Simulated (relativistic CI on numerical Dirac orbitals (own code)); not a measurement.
Tl35+: sensitivity of the levels to the model

Base calculation: Dirac-Coulomb-Breit CI, orbitals from a KLI potential per configuration, QED by a radiative potential, unscaled Slater integrals.

Configurations in the expansion (outside the closed core [Ar] 3d10): 4s2 4p6 4d10, 4s2 4p6 4d9 4f, 4s2 4p5 4d10 4f, 4s 4p6 4d10 4f, 4s2 4p6 4d9 5s, 4s2 4p6 4d9 5p, 4s2 4p6 4d9 5d, 4s2 4p5 4d10 5s, 4p6 4d10 4f2, 4p6 4d9 4f3, 4p5 4d10 4f3, 4p6 4d9 4f2 5s, 4p6 4d9 4f2 5p, 4p6 4d9 4f2 5d. Double excitations out of closed p, d and f shells are left out; levels of such configurations are missing from the list, as are those of other unlisted configurations, and high levels can miss mixing partners. These lack a partner that the ground configuration has and come out too high: 4s2 4p5 4d10 5s.

The lowest level and the first level of each name with at least 55 % of one term (blank where a level has no safe partner in the second run):

```csv
Level,Base (eV),Shift (eV)
4s2 4p6 4d10 1S_0,0.000,0.000
4s2 4p6 4d9 4f 3P°_0,224.567,+0.048
4s2 4p6 4d9 4f 3P°_1,227.589,+0.045
4s2 4p6 4d9 4f 3H°_5,232.699,+0.048
4s2 4p6 4d9 4f 3F°_3,236.426,+0.047
4s2 4p6 4d9 4f 3H°_6,237.463,+0.023
4s2 4p6 4d9 4f 3F°_4,243.107,+0.023
4s2 4p6 4d9 4f 3G°_5,245.165,+0.023
4s2 4p6 4d9 4f 3D°_1,249.042,+0.010
4s2 4p6 4d9 4f 3H°_4,258.837,-0.016
4s2 4p6 4d9 4f 3G°_3,266.812,-0.019
4s2 4p6 4d9 4f 1P°_1,307.587,0.000
4s2 4p5 4d10 4f 3D_1,466.494,+0.293
4s2 4p5 4d10 4f 3D_2,471.128,+0.288
```

At this charge energies of transitions that change n are usually good to better than 1 %, and those within a shell (Δn = 0) to a few per cent.

**Question.** One thing was changed in a second run, which moved the levels as shown. Which?
A. only the first 3 configurations
B. Breit term removed
C. configuration mixing switched off
D. valence Slater integrals scaled by 0.9
E. QED terms removed

**Answer.** E. QED terms removed. QED shifts follow the density of s (and p1/2) electrons at the nucleus, so configurations move by their count of such electrons; where none moves, the smaller shifts of p3/2 electrons and of j = l + 1/2 against j = l − 1/2 set the pattern.

LS names give the leading component of a level, which can be under half, so a name can repeat, a term be missing and a line seem to break the LS rules.
